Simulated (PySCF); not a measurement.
# Electronic absorption of C5H14SSi

Species: C₅H₁₄SSi.
Structure used (PBE0-D3(BJ)/def2-SVP), in Å, numbered top down from 1:
```xyz
21
C5H14SSi angstrom
C     -1.7237    1.1161   -0.4743
C     -1.3101   -0.2841   -0.0189
C     -2.2160   -0.7361    1.1305
C     -1.4304   -1.2713   -1.1808
C      0.1268   -0.2690    0.5245
S      1.3515    0.2689   -0.7340
Si     3.1341    0.0252    0.4141
H     -1.6474    1.8411    0.3519
H     -1.0855    1.4757   -1.2954
H     -2.7661    1.1143   -0.8294
H     -1.9376   -1.7399    1.4889
H     -2.1577   -0.0413    1.9836
H     -3.2660   -0.7764    0.8014
H     -1.1624   -2.2919   -0.8639
H     -2.4635   -1.2951   -1.5618
H     -0.7670   -0.9941   -2.0133
H      0.1883    0.4141    1.3875
H      0.3984   -1.2798    0.8702
H      4.2627    0.3904   -0.4889
H      3.1408    0.9117    1.6196
H      3.2875   -1.3879    0.8811
```

Level of theory: PySCF, TDDFT B3LYP/def2-SVPD, vertical, gas phase, core orbitals frozen in the response.

| state | E (eV) | E (hartree) | f | \|μ\| (D) | main configurations (H = HOMO, L = LUMO) |
| --- | --- | --- | --- | --- | --- |
| S1 | 5.45 | 0.2003 | 0.0061 | 0.54 | H→L (90%) |
| S2 | 5.77 | 0.2122 | 0.0057 | 0.51 | H→L+1 (79%), H→L+2 (13%) |
| S3 | 6.11 | 0.2245 | 0.0025 | 0.33 | H→L+2 (84%), H→L+1 (13%) |
| S4 | 6.50 | 0.2388 | 0.0002 | 0.10 | H→L+3 (65%), H→L+4 (32%) |
| S5 | 6.73 | 0.2474 | 0.0049 | 0.44 | H→L+4 (66%), H→L+3 (30%) |
| S6 | 6.86 | 0.2523 | 0.015 | 0.75 | H→L+5 (82%), H-1→L (10%) |
| S7 | 7.03 | 0.2582 | 0.030 | 1.06 | H→L+6 (93%) |
| S8 | 7.13 | 0.2620 | 0.012 | 0.67 | H→L+7 (83%), H→L+8 (12%) |
| S9 | 7.44 | 0.2732 | 0.088 | 1.77 | H-1→L (78%) |
| S10 | 7.60 | 0.2792 | 0.012 | 0.66 | H-1→L+1 (50%), H→L+10 (27%), H-1→L+2 (16%) |

Triplets (Tamm–Dancoff): T1 5.14 eV, H→L (77%), H→L+1 (14%); T2 5.43 eV, H→L+2 (41%), H→L+1 (39%), H→L (12%); T3 5.88 eV, H→L+2 (45%), H→L+1 (42%); T4 6.42 eV, H→L+5 (73%).

The lowest singlet lies at 5.45 eV (227 nm, ultraviolet) and is weak; its leading configuration is HOMO→LUMO (90%). The most intense listed level is S9 at 7.44 eV (167 nm, f = 0.088), 1.98 eV above S1. Löwdin shares by element: HOMO sulfur 69%, silicon 10%, carbon 10% or more; LUMO silicon 25%, sulfur 20%, hydrogen 18% or more (atoms not listed hold the other 38%). Orbital energies (eV): HOMO-3 -9.15, HOMO-2 -8.86, HOMO-1 -8.31, HOMO -6.61, LUMO -0.09, LUMO+1 0.24, LUMO+2 0.30. The oscillator strengths of these states sum to 0.177; summed over the whole spectrum of an exact calculation they would give the number of electrons, 74 (Thomas–Reiche–Kuhn). The listed states span 2.15 eV, and the widest gap between neighbours is 0.39 eV (S3 to S4). No computed singlet lies in the visible range (380 to 750 nm); the lowest, at 227 nm, stands 2.19 eV above its violet end (3.26 eV). All these states lie below the vertical ionisation energy of 8.80 eV (ΔSCF). Singlets were solved by full linear response, triplets in the Tamm–Dancoff approximation.

One conformer stands for the species.
